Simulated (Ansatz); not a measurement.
The first iterations of a band of Cl2FHSi (5 atoms, charge 0, multiplicity 1).

Theory: RKS PBE/def2-SVPD in Ansatz 0.2.0.

- movable images: 5
- climbing image: yes
- spring: 5.0 eV/Å²
- optimiser: quadratic models (default)
- start path: through a guess of the saddle point
- force threshold: 0.05 eV/Å
- iteration limit: 10
- end points: relaxed

Initial state:

```xyz
5
Properties=species:S:1:pos:R:3
Si 0.181 0.000 0.190
H 0.163 0.000 1.674
F 1.737 0.000 -0.322
Cl -0.735 1.690 -0.554
Cl -0.735 -1.690 -0.554
```

Final state:

```xyz
5
Properties=species:S:1:pos:R:3
Si -1.026 0.005 0.244
H 1.767 -0.011 1.657
F 1.604 0.006 0.735
Cl -0.863 1.647 -1.107
Cl -0.870 -1.647 -1.095
```

| iteration | highest image above the first end (eV) | largest band force component (eV/Å) |
| --- | --- | --- |
| 1 | 3.759 | 3.132 |
| 2 | 2.869 | 1.814 |

**Question.** Does the band converge within its limit, and where does its top end?

**Answer.** The forces met the threshold. It ended after 8 iterations with the highest image 2.959 eV above the first end. Neighbouring images differ by up to 1.4 eV, so the band resolves the path poorly. Another band between the same ends (5 images) ends at a top of the same energy, where a vibrational analysis finds 1 clearly imaginary mode. The orbitals stay closed-shell, which can raise the energy where a bond breaks towards radicals; this wasn't checked here.

Run time: 35 s on 4 threads of Arm Neoverse V2 (shared host), peak memory 0.16 GiB.
